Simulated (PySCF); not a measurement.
A series of related molecules.

All values: PBE0/def2-SVPD (PySCF) at GFN2-xTB geometries, gas phase, one conformer each. Core orbitals are frozen in the response; Δα² is half the sum of the squared differences of the principal polarisabilities.

(1) Rank by mean static polarisability, highest first.
A. `O(C)[C@@H]1C[C@@H]1[SiH3]`
B. `CO[C@@H]1[C@@H]([SiH3])[C@@H]1C#N`
C. `CO[C@@H]1[C@H](C)[C@H]1[SiH3]`

(2) Rank by dipole moment, lowest first.
A. `[CH3:1][O:2][C@@H:3]1[C@H:4]([CH3:5])[C@H:6]1[SiH3:7]` with C1–O2–C3–C4 153°
B. `[CH3:1][O:2][C@@H:3]1[C@@H:4]([SiH3:5])[C@@H:6]1[C:7]#[N:8]` with C1–O2–C3–C4 152°
C. `[CH3:1][O:2][C@@H:3]1[CH2:4][C@@H:5]1[SiH3:6]` with C1–O2–C3–C4 -79°
D. `[CH3:1][O:2][C@@H:3]1[C@@H:4]([F:5])[C@@H:6]1[SiH3:7]` with C1–O2–C3–C4 156°

(3) Rank by HOMO energy, highest first.
A. `CO[C@@H]1C[C@@H]1[SiH3]`
B. `CO[C@@H]1[C@@H](F)[C@@H]1[SiH3]`
C. `[C@H]1([C@H]([C@@H]1C#N)[SiH3])OC`
D. `[C@H]1(OC)[C@H]([SiH3])[C@H]1C`

Answers

(1) B (13.78 Å³), C (13.50 Å³), A (11.56 Å³).

(2) A (0.52 D), C (1.91 D), D (2.06 D), B (4.10 D).

(3) D (-7.21 eV), A (-7.38 eV), B (-7.62 eV), C (-7.75 eV).

All values together:

```tsv
SMILES	change	formula	μ (D)	HOMO (eV)	LUMO (eV)	α (Å³)	Δα (Å³)	electrons	α per electron (Å³)
CO[C@@H]1C[C@@H]1[SiH3]	parent	C4H10OSi	1.91	-7.38	0.71	11.56	2.61	56	0.206
CO[C@@H]1[C@@H]([SiH3])[C@@H]1C#N	H on C replaced by CN	C5H9NOSi	4.10	-7.75	0.02	13.78	4.92	68	0.203
CO[C@@H]1[C@@H](F)[C@@H]1[SiH3]	H on C replaced by F	C4H9FOSi	2.06	-7.62	0.53	11.60	2.33	64	0.181
CO[C@@H]1[C@H](C)[C@H]1[SiH3]	H on C replaced by CH3	C5H12OSi	0.52	-7.21	0.52	13.50	3.05	64	0.211
```

Conformers: `[CH3:1][O:2][C@@H:3]1[CH2:4][C@@H:5]1[SiH3:6]` with C1–O2–C3–C4 -79°; `[CH3:1][O:2][C@@H:3]1[C@@H:4]([SiH3:5])[C@@H:6]1[C:7]#[N:8]` with C1–O2–C3–C4 152°; `[CH3:1][O:2][C@@H:3]1[C@@H:4]([F:5])[C@@H:6]1[SiH3:7]` with C1–O2–C3–C4 156°; `[CH3:1][O:2][C@@H:3]1[C@H:4]([CH3:5])[C@H:6]1[SiH3:7]` with C1–O2–C3–C4 153°.

Give the shifts from the parent, `CO[C@@H]1C[C@@H]1[SiH3]`.

```json
{"SMILES": "CO[C@@H]1[C@@H]([SiH3])[C@@H]1C#N", "change in μ (D)": "+2.19", "change in HOMO (eV)": "-0.37", "change in LUMO (eV)": "-0.69", "change in mean α (Å³)": "+2.22"}
{"SMILES": "CO[C@@H]1[C@@H](F)[C@@H]1[SiH3]", "change in μ (D)": "+0.15", "change in HOMO (eV)": "-0.24", "change in LUMO (eV)": "-0.18", "change in mean α (Å³)": "+0.04"}
{"SMILES": "CO[C@@H]1[C@H](C)[C@H]1[SiH3]", "change in μ (D)": "-1.39", "change in HOMO (eV)": "+0.17", "change in LUMO (eV)": "-0.19", "change in mean α (Å³)": "+1.94"}
```
